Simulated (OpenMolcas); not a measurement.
## Pt III: effect of the active space

* Program: OpenMolcas
* Method: CASSCF
* Basis: ANO-RCC-MB
* Scalar Hamiltonian: DKH2, point nucleus
* Spin-orbit coupling: RASSI with atomic mean-field integrals over the reference wave functions, term energies averaged over their components

A. 8 electrons in 5 orbitals (5d); 2S+1 = 3 even, 10 roots; 2S+1 = 1 even, 15 roots; cost roughly 3 core-seconds
B. 8 electrons in 6 orbitals (5d 6s); 2S+1 = 3 even, 55 roots; 2S+1 = 5 even, 10 roots kept (CI in the orbitals of an earlier block); 2S+1 = 1 even, 43 roots kept (CI in the orbitals of an earlier block); cost roughly 30 core-seconds

Energies in cm⁻¹ above 5d⁸ ³F₄, the measured ground level; measured values from NIST levels as listed in McCann et al., Mon. Not. R. Astron. Soc. 538, 537 (2025).

```json
{"Level": "5d⁸ ³F₄", "A": "0.0", "B": "0.0", "Measured": "0.0"}
{"Level": "5d⁸ ³F₃", "A": "8909", "B": "8836", "Measured": "9752"}
{"Level": "5d⁸ ³P₂ [53 %]", "A": "15966", "B": "15210", "Measured": ""}
{"Level": "5d⁸ ³P₀", "A": "19212", "B": "18144", "Measured": "14939"}
{"Level": "5d⁸ ³P₁", "A": "20841", "B": "19536", "Measured": "16782"}
{"Level": "5d⁸ ¹G₄", "A": "23499", "B": "22990", "Measured": "21331"}
{"Level": "5d⁸ ¹S₀", "A": "50266", "B": "49865", "Measured": ""}
```

Deviations, from unrounded energies. A percentage is the sum of absolute deviations over the sum of measured energies, with the sign that they share, or ± where signs differ.

```csv
Against measurement,Levels,A,B
mean absolute deviation (cm-1),4,2800,2100
fine structure of the ground term (%),1,-8.6,-9.4
other terms of the ground configuration (%),3,+19.8,+14.4
```

B lies closest to measurement on these levels. The largest miss of B in the table is 5d⁸ ³P₀, by +3200 cm-1. The ranking rests on the paired levels alone, and a cruder setting can come out closer through cancelling errors.

Between A and B the level of the table that moves most is 5d⁸ ³P₁, by 1300 cm-1 (lowest in B, highest in A).

Without dynamic correlation excited terms often stand tens of per cent too high (terms of higher spin than the ground term too low), and those without a measured partner can miss by more than the paired ones. Configurations with an s electron lie low in 5d ions of this charge, fall among these levels and mix in, so low-spin terms can stand far too high, up to twice their true height, and weights are not those of the real levels (holds for A). Terms from blocks run as CI alone lack orbitals of their own (holds for B). Computed and measured levels are paired by configuration, term and J; levels that our copy of the source lacks, or whose pairing is in doubt (as where it misses far off the trend of its configuration), stay unpaired and out of the deviations. Only configurations of the active space appear. Levels that lie high or do not pair safely by name in every column are left out.

A share in square brackets marks a mixed level and gives the weight of the term that names it, the lowest over the columns.
